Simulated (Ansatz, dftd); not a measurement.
Reaction: C2H5Si (SMILES C[Si][CH2], doublet) → C2H5Si (SMILES [SiH3]/C=[C]\[H], doublet)
Each species at its own B3LYP-D3(BJ)/def2-TZVP minimum (Ansatz, a first-principles code).

Quantity: isomerisation energy (electronic), in kcal/mol. UHF or UKS for unpaired electrons; spin-orbit terms are left out. Cores are frozen in correlated methods. Rows without X2C or -DK are non-relativistic. CBS(X,Y): correlation extrapolated as X^-3, Hartree-Fock from the larger set. A bracket is a step between two methods taken in the basis named. Functionals run without relativity, which enters their misses. Double hybrids freeze cores in their MP2 part. '+ core + X2C': CCSD(T) terms for core correlation (cc-pwCVTZ, 1s frozen past Ne) and scalar relativity (cc-pVTZ-DK). The UHF reference of C2H5Si ([CH2][Si]C, doublet) is spin-contaminated (<S^2> up to 0.37 over the pure value in the sets run). The UHF reference of C2H5Si ([H]/[C]=C\[SiH3], doublet) is spin-contaminated (<S^2> up to 0.17 over the pure value in the sets run).

Compared with CCSD(T)/CBS(cc-pV(T+d)Z,cc-pV(Q+d)Z) + [CCSDT(Q) - CCSD(T)]/cc-pV(D+d)Z + core + X2C (Ansatz): 12.3 kcal/mol.

Costs are rough ratios of core time, to one figure, on one kind of shared machine, summed over the single points of the molecules; atoms, geometries and frequencies are left out. The first row took roughly 20 core seconds; short runs hold start-up time.

| level | program | cost relative to the first row | difference (kcal/mol) |
|---|---|---|---|
| PBE0-D4/def2-TZVPD | Ansatz + dftd4 | 1 | 1.4 |
| PBE0/def2-TZVPD | Ansatz | 1 | 1.3 |
| r2SCANh/def2-TZVPD | Ansatz | 1 | -0.2 |
| CAM-B3LYP-D4/def2-TZVPD | Ansatz + dftd4 | 1 | -2.8 |
| B2PLYP/def2-TZVPD | Ansatz | 2 | -1.3 |
| B2GP-PLYP-D4/def2-TZVPD | Ansatz + dftd4 | 2 | -1.5 |
| CCSD(T)/cc-pV(D+d)Z | Ansatz | 3 | -3.6 |

The dearest row costs roughly 3 times the first. Costs within a factor of two don't rank. The table holds for this case alone.
